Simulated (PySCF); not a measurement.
## Correlation energy of Sr (strontium, neutral)

[Kr] 5s1 5p1, high-spin 3P determinant (an excited configuration). All numbers are calculated (PySCF 2.14, a scalar-relativistic core potential, in def2-QZVPPD with the def2 core potential (28 electrons)). Frozen: 4s2 4p6; 2 electrons correlated.

Total MP2 correlation energy: -1.61 mhartree.

Same-spin part -1.61 and opposite-spin part 0.00 mhartree; SCS-MP2 scales them by 1/3 and 6/5 to -0.54 mhartree.
